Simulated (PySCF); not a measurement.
Correlation energy of Al⁺ (aluminium, charge +1)

[Ne] 3s1 4s1, high-spin 3S determinant (an excited configuration). All numbers are calculated (PySCF 2.14, scalar relativity by spin-free X2C-1e, in aug-cc-pCVTZ-DK (8s7p5d3f, 75 functions)). Frozen: 1s2; 10 electrons correlated.

```csv
level,correlation energy (mhartree)
CCSD,-287.21
(T),-2.24
CCSD(T),-289.45
```

Diagnostics: T1 = 0.0066, D1 = 0.0285, largest double amplitude 0.051.

Q: Is a single reference adequate?

A: Yes: T1 lies below 0.03 and no double amplitude reaches 0.07.
